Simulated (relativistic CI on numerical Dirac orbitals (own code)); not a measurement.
**Level scheme of Ho43+**

These numbers are calculated, not measured: Dirac-Coulomb-Breit CI, KLI orbitals optimised for each configuration, model QED, unscaled Slater integrals (own radial code, finite nucleus).

CI space (outside the closed core [Ne]): 3s²3p⁶3d⁶, 3s²3p⁵3d⁷, 3s²3p⁴3d⁸, 3s3p⁶3d⁷, 3p⁶3d⁸, 3s3p⁵3d⁸, 3s²3p⁶3d⁵4s, 3s²3p⁶3d⁵4p, 3s²3p⁴3d⁷4s, 3s²3p⁶3d⁵4d, 3s²3p⁵3d⁶4s, 3s²3p⁶3d⁵4f, 3s²3p⁶3d⁴4s², 3s3p⁶3d⁶4s, 3p⁶3d⁷4s, 3p⁶3d⁷4p. Levels of other configurations are missing.

The lowest level is 3s²3p⁶3d⁶ ³F4, with 39 % of that term; Hund's rules for 3s²3p⁶3d⁶ give ⁵D with J = 4, of which the calculation keeps J, while another term leads.

| No. | Configuration | Term | J | E (cm⁻¹) | % | Next component (%) |
| --- | --- | --- | --- | --- | --- | --- |
| 1 | 3s²3p⁶3d⁶ | ³F | 4 | 0 | 39 | 36 ⁵D |
| 2 | 3s²3p⁶3d⁶ | ³P | 2 | 52548 | 42 | 19 ³D |
| 3 | 3s²3p⁶3d⁶ | ³P | 0 | 164656 | 48 | 31 ¹S |
| 4 | 3s²3p⁶3d⁶ | ⁵D | 3 | 296340 | 68 | 21 ³F |
| 5 | 3s²3p⁶3d⁶ | ⁵D | 4 | 315452 | 42 | 23 ³H |
| 6 | 3s²3p⁶3d⁶ | ⁵D | 1 | 328840 | 52 | 31 ³P |
| 7 | 3s²3p⁶3d⁶ | ³G | 5 | 373735 | 60 | 40 ³H |
| 8 | 3s²3p⁶3d⁶ | ³H | 6 | 374778 | 69 | 31 ¹I |
| 9 | 3s²3p⁶3d⁶ | ³F | 2 | 417093 | 49 | 25 ¹D |
| 10 | 3s²3p⁶3d⁶ | ³D | 3 | 427053 | 29 | 28 ³G |
| 11 | 3s²3p⁶3d⁶ | ³P | 0 | 502290 | 76 | 19 ¹S |
| 12 | 3s²3p⁶3d⁶ | ³D | 2 | 518684 | 38 | 22 ³F |
| 13 | 3s²3p⁶3d⁶ | ¹G | 4 | 520636 | 39 | 34 ³G |
| 14 | 3s²3p⁶3d⁶ | ³P | 1 | 525450 | 56 | 37 ³D |
| 15 | 3s²3p⁶3d⁶ | ³F | 3 | 546196 | 54 | 39 ¹F |
| 16 | 3s²3p⁶3d⁶ | ⁵D | 2 | 638610 | 58 | 31 ³P |
| 17 | 3s²3p⁶3d⁶ | ⁵D | 0 | 661248 | 60 | 39 ¹S |
| 18 | 3s²3p⁶3d⁶ | ³H | 4 | 686833 | 42 | 38 ³F |
| 19 | 3s²3p⁶3d⁶ | ³D | 3 | 713440 | 27 | 26 ⁵D |
| 20 | 3s²3p⁶3d⁶ | ³H | 5 | 717598 | 60 | 40 ³G |
| 21 | 3s²3p⁶3d⁶ | ¹I | 6 | 745021 | 69 | 31 ³H |
| 22 | 3s²3p⁶3d⁶ | ³G | 3 | 761744 | 45 | 40 ³F |
| 23 | 3s²3p⁶3d⁶ | ³P | 1 | 788162 | 49 | 46 ³D |
| 24 | 3s²3p⁶3d⁶ | ¹G | 4 | 802631 | 54 | 24 ³G |
| 25 | 3s²3p⁶3d⁶ | ³F | 2 | 807809 | 34 | 33 ³P |
| 26 | 3s²3p⁶3d⁶ | ³F | 2 | 886204 | 71 | 15 ³P |
| 27 | 3s²3p⁶3d⁶ | ³F | 4 | 918075 | 62 | 30 ¹G |
| 28 | 3s²3p⁶3d⁶ | ³P | 1 | 1022269 | 64 | 36 ⁵D |
| 29 | 3s²3p⁶3d⁶ | ¹D | 2 | 1053831 | 83 | 7 ³P |
| 30 | 3s²3p⁶3d⁶ | ¹G | 4 | 1120209 | 43 | 21 ³F |

Energies count from the lowest computed level.

The mean weight of the leading LS term, summed over parents, in these 30 levels is 53 %, and that of the leading jj configuration (from the same eigenvectors) 94 %, so jj coupling describes them better and the LS labels are nominal.

At this charge energies of transitions that change n are usually good to better than 1 %, and those within a shell (Δn = 0) to a few per cent.

LS names give the leading component of a level, which can be under half, so a name can repeat, a term be missing and a line seem to break the LS rules.
